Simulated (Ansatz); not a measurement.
One change: `COC1(O)BC1` becomes `OC1(O)BC1`.

Ansatz, PBE0-D4/def2-TZVP geometries, multiplicity 1. Each molecule was computed in one conformer, which needn't be the lowest.

| property | `COC1(O)BC1` |
| --- | --- |
| size of the dipole moment (B3LYP/def2-TZVPP) / D | 0.43 |
| HOMO–LUMO gap (PBE0/def2-TZVPP) / eV | 5.29 |
| size of the dipole moment (PBE/def2-TZVPP) / D | 0.60 |
| HOMO energy (PBE/def2-TZVPP) / eV | -5.58 |
| LUMO energy (ωB97M-V/def2-TZVPP) / eV | 0.40 |
| HOMO energy (ωB97M-V/def2-TZVPP) / eV | -9.19 |

**Question.** What does the change do to each property? (An estimate is asked.)

**Answer.** Ansatz gave: 
```
                                        property  `OC1(O)BC1`  shift
size of the dipole moment (B3LYP/def2-TZVPP) / D         0.26  -0.17
            HOMO–LUMO gap (PBE0/def2-TZVPP) / eV         5.40   0.11
  size of the dipole moment (PBE/def2-TZVPP) / D         0.41  -0.19
               HOMO energy (PBE/def2-TZVPP) / eV        -5.68  -0.10
           LUMO energy (ωB97M-V/def2-TZVPP) / eV         0.41   0.01
           HOMO energy (ωB97M-V/def2-TZVPP) / eV        -9.30  -0.11
```

Dipoles are sizes alone; their direction can turn.

B3LYP here is the variant with VWN-RPA as its local correlation; programs differ in this.
